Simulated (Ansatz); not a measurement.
Molecule: H5S, net charge 0, doublet state. SMILES: [H][S@OH20]([H])([H])([H])[H]
Geometry from a B3LYP-D3(BJ)/def2-TZVP (Ansatz, an electronic-structure program) optimisation:
```
S
H 1 1.3459
H 1 1.4814 2 89.03
H 1 1.4814 2 89.03 3 -90.00
H 1 1.4814 2 89.03 3 -180.00
H 1 1.4814 2 89.03 3 90.00
```
Charge 0, spin multiplicity 2.

Parts of the frozen-core correlation energy in cc-pV(D+d)Z (Ansatz, hartree). Frozen orbitals: 5; correlated occupied orbitals by spin: 6 and 5; virtual: 37 and 38. UHF or UKS for open shells. Spin-orbit coupling is left out. Non-relativistic.

```
term                            value
-------------------------  ----------
reference (HF)             -400.18221
MP2 opposite-spin                 ___
MP2 same-spin                     ___
CCSD correlation                  ___
(T)                          -0.00640
CCSDT minus CCSD(T)          -0.00106
T1 diagnostic                   0.014
largest doubles amplitude       0.046
<S^2> of the reference          0.769
```

Q: Complete the blanks.

A: 
- MP2 opposite-spin, value: -0.16127
- MP2 same-spin, value: -0.03641
- CCSD correlation, value: -0.23437
